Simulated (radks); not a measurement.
The numbers below are computed, except where a source is named.
Ionisation ladder of strontium, from Sr I to Sr IV. Each ion is in the ground configuration listed by NIST, and IE = E(next ion) - E(this ion). Code: a radial shooting solver on a logarithmic mesh with Libxc functionals. Model: scalar-relativistic Kohn-Sham, PBE, spin-polarised, spherical densities, point nucleus; open shells are filled with parallel spins first (spin-orbit coupling, left out, can overturn this in heavy ions).

| species | configuration | E (hartree) | IE, Delta-SCF (eV) | -e(HOMO) (eV) | HOMO | IE, NIST (eV) | kind | error (eV) |
|---|---|---|---|---|---|---|---|---|
| Sr I | [Kr] 5s2 | -3179.49289 | 5.699 | 3.526 | 5s | 5.695 | exp. | +0.004 |
| Sr II | [Kr] 5s1 | -3179.28347 | 11.193 | 8.677 | 5s up | 11.030 | exp. | +0.162 |
| Sr III | [Kr] | -3178.87214 | 42.993 | 36.517 | 4p | 42.884 | exp. | +0.109 |
| Sr IV | [Ar] 3d10 4s2 4p5 | -3177.29220 | 56.353 | 49.594 | 4p down | 56.280 | semi-emp. | +0.073 |

Reference values: NIST Atomic Spectra Database (exp. = measured, semi-emp. = semi-empirical, theory = theoretical value adopted there). The ionisation energy per charge of the ion left behind rises most, in proportion, at Sr III ([Kr]), from 5.596 to 14.331 eV. Against the entries that are not theoretical the mean signed error is +0.5 % and the largest +1.5 %. Open shells are spherical and high-spin; term and fine-structure splittings are not resolved.
